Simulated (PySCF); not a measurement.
Excitations are Tamm–Dancoff values on a coarser integration grid. The basis has no diffuse functions, so Rydberg states are missing or too high.

Cartesian coordinates (Å):
SMILES: [CH3][Al]([SiH3])[CH3]
```xyz
13

C      1.8633    -0.8884     0.1075
Al     0.1749     0.0905    -0.0105
C      0.1699     2.0445    -0.0906
Si    -1.9696    -1.1290    -0.0288
H      1.7936    -1.7884     0.7251
H      2.6839    -0.2734     0.4878
H      2.1610    -1.2289    -0.8927
H      0.2829     2.4533     0.9218
H     -0.7496     2.4690    -0.5007
H      1.0137     2.4309    -0.6712
H     -2.9074    -0.6160    -1.0711
H     -1.8356    -2.5977    -0.2522
H     -2.6812    -0.9664     1.2756
```
Charge 0, spin multiplicity 1.

Question: Give the T1 excitation (TDA), S1 oscillator strength, total energy, HOMO, S1–T1 gap (TDA), HOMO–LUMO gap, dipole moment and LUMO at the level PySCF with r2SCAN-D4/def2-TZVP.

Answer: 
```yaml
T1 excitation (TDA): 3.72 eV
S1 oscillator strength: 0.015
total_energy: -613.4889 Ha
HOMO: -6.28 eV
S1–T1 gap (TDA): 0.89 eV
HOMO–LUMO gap: 4.41 eV
dipole_moment: 1.39 D
LUMO: -1.87 eV
```
